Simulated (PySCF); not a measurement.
Shieldings and the share of exact exchange

Molecule: SMILES CB(C)CS, C3H9BS.

Numbering as in the mapped SMILES `[CH3:1][B:2]([CH3:3])[CH2:4][SH:5]`; H(Xn) means a hydrogen on atom n.

GIAO shieldings (ppm, equivalent atoms averaged) in PySCF on the PBE0-D3(BJ)/def2-SVP geometry, basis pcSseg-1, gas phase, non-relativistic:

```tsv
functional	exact exchange (%)	σ(C4)	σ(C1/C3)	σ(B2)
BLYP	0	144.3	161.0	4.5
BP86	0	149.5	164.7	8.7
PBE	0	149.6	164.9	7.3
B3LYP	20	150.3	165.1	9.7
PBE0	25	156.5	169.7	13.9
BHandHLYP	50	157.7	170.3	17.7
HF	100	168.7	178.1	33.4
```

(1) Fit each shielding as a line in the percentage of exact exchange.

(2) What does the line predict for mPW1PW91 (25 %), and what does the run give?

Results:

(1) σ(C4) = 148.0 + 0.21 x (rms 2.2 ppm); σ(C1/C3) = 163.7 + 0.14 x (rms 1.6 ppm); σ(B2) = 6.3 + 0.26 x (rms 1.6 ppm). The functionals also differ in their semilocal parts, which the line can't hold; Hartree–Fock has no correlation at all.

(2) σ(C4): 153.2 predicted, 155.7 computed; σ(C1/C3): 167.2 predicted, 168.9 computed; σ(B2): 12.8 predicted, 14.4 computed ppm.
